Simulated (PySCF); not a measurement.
Telling isomers of C5H12OSi2 apart by NMR

PySCF calculation with structure optimised with PBE0-D3(BJ)/def2-SVP and PBE0/pcSseg-1 with gauge-including orbitals; one computed conformer, rapidly exchanging positions averaged, no solvent model, relativity neglected.

Shifts are taken against calculated references (same method and geometry level): 1H (σref 31.27) and 13C (σref 184.41) against TMS. Where no couplings were computed, multiplicities follow the n + 1 count of equivalent neighbours, and m marks all less simple cases (inequivalent or close neighbours, rings, F or P nearby). Shifts are as computed. Against solution values, carbons near 30 ppm lie about +2 ppm off and those near 130 ppm about +5 ppm. Of 1211 compounds with measured shifts, 218 miss one by over three times the rms of a fit or turn the order of signals round; such compounds aren't used in these exercises.

(1) Tabulate the signals of `CC(C)O[SiH2]C#C[SiH3]`, `C=CC(=C)O[SiH2]C[SiH3]` and their relative energies.

(2) What is the quickest way to tell CC(C)O[SiH2]C#C[SiH3] from C=CC(=C)O[SiH2]C[SiH3]?

Results:

(1) 
```json
{"SMILES": "CC(C)O[SiH2]C#C[SiH3]", "carbon types": "2×C 1×CH 2×CH3", "δC": "122.1, 111.7, 70.0, 26.4", "δH": "4.80 (s, 2H), 4.18 (s, 3H), 3.74 (sept, 1H), 1.28 (d, 6H)", "E rel. (kcal/mol)": "7.4"}
{"SMILES": "C=CC(=C)O[SiH2]C[SiH3]", "carbon types": "1×C 1×CH 3×CH2", "δC": "164.3, 141.6, 124.3, 99.3, -7.2", "δH": "6.20 (m, 1H), 6.03 (m, 1H), 5.51 (m, 1H), 5.18 (t, 2H), 4.74 (br s, 1H), 4.43 (br s, 1H), 4.05 (t, 3H), -0.11 (m, 2H)", "E rel. (kcal/mol)": "0.0"}
```

Energies are electronic energies at PBE0/pcSseg-1 on these geometries, without zero-point or thermal terms, each for the one conformer computed, which needn't be the lowest.

(2) Count the carbon signals: 4 against 5. The first has an sp3 CH bonded to O at 70.0 ppm, the second an alkene CH at 141.6 ppm. Their most deshielded carbons lie at 122.1 and 164.3 ppm. In the proton spectra the most deshielded non-exchanging signals are 4.80 (s, 2H) and 6.20 (m, 1H).
